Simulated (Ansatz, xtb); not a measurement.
Two isomers of B2O2

We compare I, `[B]OB=O`, a singlet, with II, `O=BB=O`, a singlet. Both are isolated molecules in the gas phase, relaxed with PBE0-D3(BJ)/pcseg-1; the shapes shown needn't be the lowest conformers.

I (Å):

```csv
atom,x (Å),y (Å),z (Å)
B,0.0000,0.0000,-0.6889
B,0.0000,0.0000,1.9474
O,0.0000,0.0000,-1.8930
O,0.0000,0.0000,0.6345
```

II (Å):

```xyz
4

B     0.0000    0.0000   -0.8214
B     0.0000    0.0000    0.8214
O     0.0000    0.0000   -2.0203
O     0.0000    0.0000    2.0203
```

Quicker runs give these differences E(II) − E(I): GFN2-xTB −29.3 kcal/mol; HF/STO-3G −42.5 kcal/mol (at GFN2-xTB geometries); r2SCAN-D4/def2-SVP −36.2 kcal/mol (at GFN2-xTB geometries).

Q: Estimate E(II) − E(I) at the level CCSD(T)/def2-TZVPP.

A: Calculated at CCSD(T)/def2-TZVPP: E(II) − E(I) = −29.8 kcal/mol, so structure II lies lower.

The same difference at several levels:

```json
{"level": "GFN2-xTB", "geometry": "GFN2-xTB", "E(II) − E(I) (kcal/mol)": "−29.3", "departure from the last row (kcal/mol)": "+0.5", "job, with rough time for the two": "optimisation, 0.57 s"}
{"level": "HF/STO-3G", "geometry": "GFN2-xTB", "E(II) − E(I) (kcal/mol)": "−42.5", "departure from the last row (kcal/mol)": "−12.7", "job, with rough time for the two": "single point, 0.87 s"}
{"level": "r2SCAN-D4/def2-SVP", "geometry": "GFN2-xTB", "E(II) − E(I) (kcal/mol)": "−36.2", "departure from the last row (kcal/mol)": "−6.4", "job, with rough time for the two": "single point, 4.2 s"}
{"level": "PBE0-D3(BJ)/pcseg-1", "geometry": "PBE0-D3(BJ)/pcseg-1", "E(II) − E(I) (kcal/mol)": "−33.2", "departure from the last row (kcal/mol)": "−3.4", "job, with rough time for the two": "optimisation, 20 s"}
{"level": "HF/def2-TZVPP", "geometry": "PBE0-D3(BJ)/pcseg-1", "E(II) − E(I) (kcal/mol)": "−16.2", "departure from the last row (kcal/mol)": "+13.6", "job, with rough time for the two": "part of the CCSD(T) run"}
{"level": "MP2/def2-TZVPP", "geometry": "PBE0-D3(BJ)/pcseg-1", "E(II) − E(I) (kcal/mol)": "−36.4", "departure from the last row (kcal/mol)": "−6.6", "job, with rough time for the two": "part of the CCSD(T) run"}
{"level": "CCSD(T)/def2-TZVPP", "geometry": "PBE0-D3(BJ)/pcseg-1", "E(II) − E(I) (kcal/mol)": "−29.8", "departure from the last row (kcal/mol)": "", "job, with rough time for the two": "single point, 39 s"}
```

As drawn, II has 1 B=O, 1 B–B in place of 2 B–O.

None of the levels shown reverses the order. The largest departure from CCSD(T)/def2-TZVPP is that of HF/def2-TZVPP, 13.6 kcal/mol.

With harmonic frequencies from PBE0-D3(BJ)/pcseg-1 (ideal gas, rigid rotor, one conformer each, 298.15 K, 1 atm): on the last row, ΔE + ΔZPE = −29.0, ΔH = −29.2, ΔG = −28.1 kcal/mol.

The T1 diagnostic of structure II is large, so the coupled-cluster value is less sure. The correlated steps freeze 4 core orbitals. Programs: Ansatz 0.2.0, xtb 6.7.1; the last row on 1 thread of AMD EPYC (Zen 3) on a shared host.
